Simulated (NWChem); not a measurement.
Species: C$_{4}$H$_{4}$F$_{2}$; SMILES FC1=CC[C@H]1F

```xyz
10

F      0.8121     1.8060     0.0047
C      0.0003     0.7506     0.0132
C     -1.2950     0.5748    -0.2608
C     -1.2211    -0.9195     0.0439
C      0.2710    -0.6619     0.4476
F      1.2160    -1.3643    -0.2777
H     -2.1106     1.2301    -0.5414
H     -1.2962    -1.5804    -0.8251
H     -1.8693    -1.2882     0.8476
H      0.4919    -0.8010     1.5120
```
Atoms are numbered in this order, from 1.

Coordinates come from a B3LYP/6-31G* (spherical d) optimisation.

Q: List the 6 lowest vertical singlet excitations from PBE/6-31G* (spherical d), TDA (NWChem).

A: 
```csv
state,energy (eV),oscillator strength,leading excitation (squared amplitude)
S1,6.78,0.008,HOMO−2 → LUMO (0.52)
S2,6.86,0.007,HOMO−1 → LUMO (0.57)
S3,7.43,0.149,HOMO → LUMO (0.71)
S4,8.38,0.022,HOMO → LUMO+1 (0.89)
S5,8.49,0.008,HOMO−3 → LUMO (0.88)
S6,8.90,0.012,HOMO−4 → LUMO (0.83)
```
